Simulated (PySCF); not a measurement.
Spectrum to structure. Computed with TDDFT wB97X-D/def2-SVPD, vertical, gas phase, core orbitals frozen in the response (PySCF 2.14.0, density-fitted response routines). Geometries: GFN2-xTB, one conformer each.

| state | E (eV) | f | main configurations (H = HOMO, L = LUMO) |
| --- | --- | --- | --- |
| S1 | 4.13 | 0.0006 | H→L (94%) |
| S2 | 5.22 | 0.0020 | H→L+1 (88%) |
| S3 | 5.78 | 0.017 | H→L+2 (72%) |
| S4 | 5.93 | 0.019 | H-1→L (68%), H→L+3 (12%), H→L+4 (9%) |
| S5 | 6.05 | 0.029 | H→L+3 (34%), H→L+4 (27%), H-1→L (26%) |
| S6 | 6.19 | 0.058 | H→L+4 (33%), H→L+5 (20%), H→L+3 (20%) |
| S7 | 6.44 | 0.069 | H→L+7 (32%), H→L+9 (24%), H→L+5 (18%) |
| S8 | 6.73 | 0.077 | H→L+8 (31%), H→L+7 (27%), H→L+5 (13%) |

Orbital energies (eV): HOMO-3 -11.29, HOMO-2 -11.14, HOMO-1 -9.96, HOMO -7.61, LUMO 0.62, LUMO+1 1.69, LUMO+2 1.98.

Question: Which candidate is it? All have the formula C2H8O3Si3.
A. `O=C(O)[Si@@H]1C[SiH2][SiH2]O1`
B. `C1=C(O[SiH2][SiH2]O1)O[SiH3]`
C. `C#C[Si@@](O)(O[SiH3])[SiH2]O`

Answer: B. Its S1, at 4.13 eV, is the lowest among the candidates; the nearest of the others has S1 at 4.95 eV. S1 is HOMO→LUMO (94%). Löwdin shares by element: HOMO carbon 50%, oxygen 32% or more (atoms not listed hold the other 19%); LUMO silicon 58% or more, oxygen 13% or more (atoms not listed hold the other 29%). At the same level the other candidates give, for their lowest levels:
- `O=C(O)[Si@@H]1C[SiH2][SiH2]O1`: 4.95 eV (f 0.003); 6.51 eV (f 0.039); 6.92 eV (f 0.005); 7.00 eV (f 0.037); 7.20 eV (f 0.068); T1 4.32 eV; HOMO -9.60, LUMO 0.94 eV
- `C#C[Si@@](O)(O[SiH3])[SiH2]O`: 6.00 eV (f 0.012); 6.08 eV (f 0.009); 6.25 eV (f 0.013); 6.40 eV (f 0.003); 6.75 eV (f 0.084); T1 5.09 eV; HOMO -9.74, LUMO 0.83 eV

Shape of the structure used: `[SiH3:1][O:2][C:3]1=[CH:4][O:5][SiH2:6][SiH2:7][O:8]1`: Si1–O2–C3–C4 -179°.
Triplets come from the Tamm–Dancoff approximation.
